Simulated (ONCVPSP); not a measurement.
# Scattering properties, ONCV potential for Xe (Z = 54)

- Element: xenon (Xe)
- Generator: ONCVPSP 4.0.1
- Type: optimised norm-conserving Vanderbilt (ONCV)
- Functional: PBE
- Relativity: fully relativistic
- Frozen core: [Kr]
- Valence charge: 18
- Reference configuration: 4d10 5s2 5p6
- Partial waves: 5s: rc 1.45 bohr, ncon 4, nbas 8, qcut 3.7 1/bohr, 2 projectors, debl 1.8 Ha; 5p: rc 1.65 bohr, ncon 4, nbas 7, qcut 4.3 1/bohr, 1 projector; 4d: rc 0.90 bohr, ncon 4, nbas 7, qcut 9.3 1/bohr, local
- Local potential: the d channel
- Core correction: none

Open shells are filled in proportion to 2j + 1.

The phase is arctan(r·R′/R) of the radial function R(r), unwrapped; energies in Ha, scanned from -4 to 5 Ha. A pole is an energy at which the radial function vanishes at the test radius. The pseudo phase is shifted by a multiple of π to meet the all-electron one at the reference energy, and phase errors are pseudo minus all-electron; the curves can meet again beyond the range given. Levels narrower than the energy grid can be missing from the lists of poles.

```
channel  radius (bohr)  reference energy (Ha)  poles, all-electron  poles, pseudo  unbroken range about the reference energy with phases within 0.05 rad  phase error 1 Ha above the reference energy (rad)
      s           1.47                  -0.72                 4.82           4.36                                                              below 4.8                                             -0.000
   p3/2           1.68                  -0.29                 3.82    -3.64, 3.11                                                            -3.4 to 3.2                                             -0.011
   p1/2           1.68                  -0.33                 3.45    -3.29, 3.03                                                            -2.9 to 3.8                                             -0.005
   d5/2           0.91                  -2.15                 3.84           3.75                                                        the whole range                                             -0.007
   d3/2           0.91                  -2.22                 3.60           3.75                                                        the whole range                                             +0.011
```

Note: ghosts flagged at negative energy: s at -131.3 eV, p3/2 at -100.1 eV, p1/2 at -90.3 eV; GHOST(+) flagged for s at 161.9 eV. A true bound ghost makes a file unfit for plane-wave use. The potential misses its own reference levels by up to 1.2 eV, so it is not fit for use.

Phases in the p1/2 channel:

| E (Ha) | all-electron | pseudo |
| --- | --- | --- |
| -3.98 | 1.280 | 4.349 |
| -3.50 | 1.240 | 4.151 |
| -3.02 | 1.188 | 1.253 |
| -2.54 | 1.117 | 1.135 |
| -2.06 | 1.010 | 1.015 |
| -1.58 | 0.829 | 0.829 |
| -1.10 | 0.492 | 0.489 |
| -0.62 | -0.099 | -0.100 |
| -0.14 | -0.700 | -0.701 |
| 0.34 | -1.051 | -1.054 |
| 0.82 | -1.238 | -1.244 |
| 1.30 | -1.350 | -1.359 |
| 1.78 | -1.424 | -1.437 |
| 2.26 | -1.478 | -1.496 |
| 2.74 | -1.520 | -1.544 |
| 3.22 | -1.555 | -1.588 |
| 3.70 | -1.587 | -1.633 |
| 4.18 | -1.617 | -1.685 |
| 4.66 | -1.648 | -1.753 |
